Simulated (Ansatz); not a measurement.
B6P5H18⁻, a cluster cut from wurtzite BP (hydrogen-capped), relaxed as a singlet with RKS PBE-D4/def2-SVP in Ansatz, starting from the GFN2-xTB geometry. Force threshold 0.03 eV/Å.

Start:

```xyz
29

B    -0.2799   -2.1615    1.0364
P     1.3018   -1.1301    0.5887
P    -0.3823   -1.1420   -2.0660
B     1.3283   -0.6355   -1.3157
B     1.6351    0.4045    1.7278
P     1.4374    1.2943   -1.4085
P    -1.7251   -0.8989    0.6983
B    -2.0531   -0.6799   -1.2206
B    -1.6190    0.7377    1.7451
P     0.1057    1.5525    1.3589
B     0.2730    2.4375   -0.3817
H    -0.3667   -3.1035    0.2858
H    -0.2401   -2.4789    2.1889
H     2.4149   -1.9914    0.7004
H    -0.2929   -2.5151   -2.2804
H    -0.3685   -0.8368   -3.4386
H     2.2228   -1.1395   -1.9260
H     1.6530    0.0586    2.8721
H     2.6559    0.9449    1.3777
H     2.7752    1.5957   -1.1673
H     1.5049    1.6667   -2.7625
H    -2.8964   -1.5349    1.1479
H    -2.8823   -1.4470   -1.6153
H    -2.2948    0.4541   -1.5099
H    -1.6469    0.4461    2.9099
H    -2.5048    1.4845    1.4319
H     0.2086    2.6211    2.2680
H    -0.7709    2.4927   -0.9618
H     0.8068    3.5043   -0.2834
```

```
step  energy (eV)  largest force component (eV/Å)  SCF passes
   1  -50755.3084                           0.808          19
   2  -50755.5532                           0.376          18
   3  -50755.5836                           0.316          19
   4  -50755.5959                           0.021          19
```

Force components are those of the run's own axes.

End:

Cartesian coordinates in Å:
```
B -0.2829 -2.1718 1.0504
P 1.3277 -1.1479 0.5829
P -0.3921 -1.1762 -2.1038
B 1.3217 -0.6244 -1.3413
B 1.6400 0.4050 1.7454
P 1.4739 1.3228 -1.4296
P -1.7605 -0.9146 0.7078
B -2.0661 -0.6934 -1.2351
B -1.6306 0.7466 1.7446
P 0.1057 1.5862 1.3817
B 0.2858 2.4580 -0.3860
H -0.3830 -3.1627 0.3209
H -0.2181 -2.4399 2.2480
H 2.4609 -2.0196 0.6796
H -0.2772 -2.5900 -2.2725
H -0.4019 -0.8021 -3.4895
H 2.2347 -1.1337 -1.9810
H 1.6098 0.0104 2.9089
H 2.6963 0.9631 1.4340
H 2.8464 1.5945 -1.1419
H 1.4722 1.7055 -2.8130
H -2.9447 -1.5701 1.1752
H -2.9233 -1.4687 -1.6557
H -2.2820 0.4778 -1.5262
H -1.6292 0.4249 2.9349
H -2.5427 1.5114 1.4323
H 0.2161 2.6654 2.3164
H -0.7832 2.4838 -0.9859
H 0.8265 3.5595 -0.3014
```

By distances, no bond broke or formed. The bond that changes most is P6–H20, from 1.39 to 1.43 Å (atoms count from 1).

No frequencies were taken in this run, so the end may be a saddle point.

It took 14 s on 4 threads of Intel Xeon 6975P-C on a shared host, peak host memory 0.63 GiB.
